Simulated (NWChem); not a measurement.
GaHCl2; SMILES [Cl][GaH][Cl]

Program: NWChem. The geometry was optimised at PBE-D3(BJ)/def2-SVP. Total energies compare along this basis series because the functional is fixed.

| level | basis functions | energy (Ha) | highest occupied level (eV) | orbital gap (eV) | dipole (D) |
|---|---|---|---|---|---|
| TPSS/cc-pVDZ | 68 | -2845.9668 | -7.77 | 5.40 | 1.72 |
| TPSS/aug-cc-pVDZ | 99 | -2845.9733 | -7.90 | 5.39 | 1.71 |
| TPSS/cc-pVTZ | 125 | -2846.0720 | -7.86 | 5.44 | 1.69 |
| TPSS/aug-cc-pVTZ | 182 | -2846.0741 | -7.90 | 5.43 | 1.72 |
| TPSS/cc-pVQZ | 216 | -2846.0839 | -7.88 | 5.45 | 1.71 |
